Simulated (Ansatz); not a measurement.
`[SiH3][SiH2]Br` + CH₃OH → `CO[SiH2][SiH3]` + HBr at 700 K and 1 bar (ligand exchange at the Si–Br bond).

Program: Ansatz. Geometries: PBE0-D4/def2-TZVP. ΔE: electronic, gas phase. CCSD(T)/CBS adds triple-zeta CCSD(T) − MP2 to the extrapolated MP2 energy (def2 sets, frozen cores). This one scheme is used for every species. For Br outer-core shells are correlated without core-valence functions, which leaves a few kJ/mol of doubt a bond. Scalar relativity is left out up to krypton. Each species was taken in one conformer, which may not be the lowest.

```json
{"species": "`[SiH3][SiH2]Br`", "CCSD(T)/CBS energy (Eh)": "-3154.51510", "H − E (kJ/mol)": "177.9", "S (J/(mol·K))": "432.7"}
{"species": "CH₃OH", "CCSD(T)/CBS energy (Eh)": "-115.61712", "H − E (kJ/mol)": "170.8", "S (J/(mol·K))": "288.5"}
{"species": "`CO[SiH2][SiH3]`", "CCSD(T)/CBS energy (Eh)": "-696.20864", "H − E (kJ/mol)": "306.1", "S (J/(mol·K))": "490.2"}
{"species": "HBr", "CCSD(T)/CBS energy (Eh)": "-2573.91920", "H − E (kJ/mol)": "36.5", "S (J/(mol·K))": "223.7"}
```

H − E and S are ideal-gas, rigid-rotor, harmonic terms from PBE0-D4/def2-TZVP, for one conformer and one mirror image of each species. 1 Eh = 2625.50 kJ/mol, R = 8.31446 J/(mol·K).

Question: By hand: ΔE, ΔH, ΔS and ΔG.

Answer: ΔE = (-696.20864) + (-2573.91920) − (-3154.51510) − (-115.61712) = 0.00438 Eh = 11.5 kJ/mol. Δ(H − E) = 306.1 + 36.5 − 177.9 − 170.8 = -6.1, so ΔH = 5.4 kJ/mol. ΔS = 490.2 + 223.7 − 432.7 − 288.5 = -7.3 J/(mol·K). ΔG = 5.4 − 700 × (-7.3)/1000 = 10.5 kJ/mol.

Question: By hand: the equilibrium constant, and the temperature at which ΔG would vanish if ΔH and ΔS stayed fixed.

Answer: log₁₀ K = −ΔG/(RT ln 10) = -0.8. ΔH and −TΔS have one sign here, so there is no such temperature.

TΔS isn't small against ΔH here. A doubt of 5 kJ/mol in ΔE shifts log₁₀ K by 0.4 here. Other conformers and mirror images would add mixing entropy, several J/(mol·K) or more a flexible species. These are equilibria of isolated gas molecules and say nothing of rates. Largest T1 diagnostic: 0.012 (customary marks: 0.02 for closed shells, 0.045 for open ones).

ΔS is within the doubt of such terms, so its sign, and with it that verdict, could turn.
